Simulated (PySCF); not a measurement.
Several molecules and their computed UV-vis stick spectra, shuffled. The calculation used PySCF 2.14.0, density-fitted response routines, TDDFT wB97X-D/def2-SVPD, vertical, gas phase, core orbitals frozen in the response. Geometries: PBE0-D3(BJ)/def2-SVP; one conformer of each isolated species. Triplets are in the Tamm–Dancoff approximation. Relativistic effects are left out although some hold elements past zinc.

A. `C1CC[C@H]([C@H]1F)C#N`
B. `C(#C[C@H]1CCN(C1)[SiH3])C`
C. `[GeH3][GeH2][Cl]`
D. `C/C(C#N)=C(/C)CF`

Lowest singlet levels (six at most, fewer where fewer were computed) with oscillator strengths:

1. 7.64 eV (f 0.000); 7.97 eV (f 0.004); 7.99 eV (f 0.005); 8.95 eV (f 0.012); 9.08 eV (f 0.015); 9.27 eV (f 0.010); T1 6.35 eV
2. 5.90 eV (f 0.010); 6.51 eV (f 0.000); 6.72 eV (f 0.005); 6.75 eV (f 0.002); 6.76 eV (f 0.001); 6.85 eV (f 0.021); T1 5.44 eV
3. 5.88 eV (f 0.394); 6.62 eV (f 0.000); 6.82 eV (f 0.000); 7.10 eV (f 0.005); 7.58 eV (f 0.006); 7.91 eV (f 0.059)
4. 6.23 eV (f 0.031); 6.78 eV (f 0.011); 7.30 eV (f 0.249); 7.55 eV (f 0.091); 7.56 eV (f 0.110); 7.80 eV (f 0.029); T1 5.70 eV

Problem. Which spectrum belongs to which structure?

Solution. 1 = A, 2 = B, 3 = D, 4 = C.
- A: S1 at 7.64 eV, HOMO-1→LUMO+1 (34%), HOMO→LUMO+2 (19%), HOMO-1→LUMO+3 (13%); Löwdin shares by element: HOMO carbon 44% or more, nitrogen 34% (atoms not listed hold the other 23%); LUMO carbon 29% or more, hydrogen 14% or more (atoms not listed hold the other 57%); HOMO -11.04 and LUMO 1.87 eV.
- B: S1 at 5.90 eV, HOMO→LUMO (76%), HOMO→LUMO+2 (15%); Löwdin shares by element: HOMO nitrogen 53%, carbon 16% or more, silicon 8% (atoms not listed hold the other 23%); LUMO silicon 25%, carbon 19% or more (atoms not listed hold the other 56%); HOMO -8.25 and LUMO 2.01 eV.
- C: S1 at 6.23 eV, HOMO→LUMO (92%); Löwdin shares by element: HOMO germanium 47%, chlorine 34%, hydrogen 4% or more; LUMO germanium 50%, chlorine 26%, hydrogen 8% or more (atoms not listed hold the other 16%); HOMO -9.91 and LUMO 0.89 eV.
- D: S1 at 5.88 eV, HOMO→LUMO (95%); Löwdin shares by element: HOMO carbon 58% or more, nitrogen 16% (atoms not listed hold the other 26%); LUMO carbon 61% or more, nitrogen 15% (atoms not listed hold the other 24%); HOMO -9.28 and LUMO 0.40 eV; point group Cs, 2 of its 6 listed states under f = 0.0005.
B and D have S1 within 0.03 eV of each other; their strongest listed levels stand at 6.85 eV (f 0.021) and 5.88 eV (f 0.394).
